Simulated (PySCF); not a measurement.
# Reading the logs of faulty runs: BH6N2Si cation

All numbers below are calculated, not measured. The program is PySCF 2.14.0, an open-source quantum chemistry code, run on an isolated molecule that a program drew, which may never have been made. The molecule is BH6N2Si cation (charge +1, singlet), drawn as the SMILES string `NB[SiH+]N`.

Each row is a Hartree-Fock (HF) and frozen-core CCSD(T) single point in the cc-pV(D+d)Z basis, meant for a local HF minimum. Run 1 is clean. Each other run has one planted mistake out of seven kinds, and not every kind appears here: one electron removed, one electron added, multiplicity raised by two, geometry at a saddle point, minimal basis STO-3G, one bond length entered in bohr, all coordinates scaled. The reference is restricted for singlets and unrestricted otherwise, and also for a bond in bohr. Adding or removing an electron swaps singlet and doublet. Electrons count all cores. HOMO and LUMO are orbital energies over both spins, the gradient is its largest component, and the lowest frequency (negative if imaginary) is given only where the gradient is small. Bond lengths are over the 9 bonds as drawn. T1 is the CCSD diagnostic: over 0.02 (restricted) or 0.045 (unrestricted) a single reference is doubtful.

Geometry of the clean run:
```xyz
10
BH6N2Si cation, angstrom
N     0.1120    1.1648    0.6629
B     0.5900   -0.0369    0.2200
Si    2.1687   -0.1531   -1.0834
N     2.2297    0.6510   -2.5157
H     0.4667    2.0685    0.4231
H    -0.6573    1.2081    1.3059
H     0.1323   -1.0837    0.5586
H     3.3467   -1.0027   -0.8910
H     1.5094    1.2681   -2.8500
H     2.9853    0.5614   -3.1749
```

| run | electrons | basis functions | <S^2> | HOMO (eV) | LUMO (eV) | gradient (hartree/bohr) | lowest frequency (cm^-1) | mean bond (Å) | longest bond (Å) | T1 | HF (hartree) | CCSD(T) (hartree) | mistake |
|---|---|---|---|---|---|---|---|---|---|---|---|---|---|
| 1 | 38 | 95 | 0.000 | -16.79 | -3.98 | 2.4e-05 | 53 | 1.3038 | 2.050 | 0.0181 | -425.84374 | -426.41140 | no fault |
| 2 | 38 | 95 | 2.013 | -12.13 | -7.64 | 4.6e-02 | - | 1.3038 | 2.050 | 0.0234 | -425.68157 | -426.23836 | multiplicity raised by two |
| 3 | 38 | 30 | 0.000 | -15.64 | -0.70 | 3.8e-02 | - | 1.3038 | 2.050 | 0.0278 | -420.84453 | -421.08609 | minimal basis STO-3G |
| 4 | 39 | 95 | 0.770 | -5.44 | 3.05 | 5.4e-02 | - | 1.3038 | 2.050 | 0.0169 | -426.01610 | -426.59287 | one electron added |
| 5 | 38 | 95 | 1.017 | -14.08 | -5.48 | 2.4e-02 | - | 1.4663 | 3.106 | 0.0187 | -425.69706 | -426.22673 | one bond length entered in bohr |
| 6 | 38 | 95 | 0.000 | -16.71 | -4.05 | 1.5e-02 | - | 1.3259 | 2.085 | 0.0191 | -425.84088 | -426.41258 | ? |

**Which mistake was planted in run 6, and what did it cost?**

The mean and the longest bond both change by the same factor, 1.017, and the gradient is no longer small. So the mistake is: all coordinates scaled. Subtracting run 1 and multiplying by 627.51 kcal/mol a hartree, the energy moved by 1.8 kcal/mol in HF and -0.7 kcal/mol in CCSD(T).

Cautions from the logs. Run 3: T1 is over the limit, so its CCSD(T) energy is less reliable.
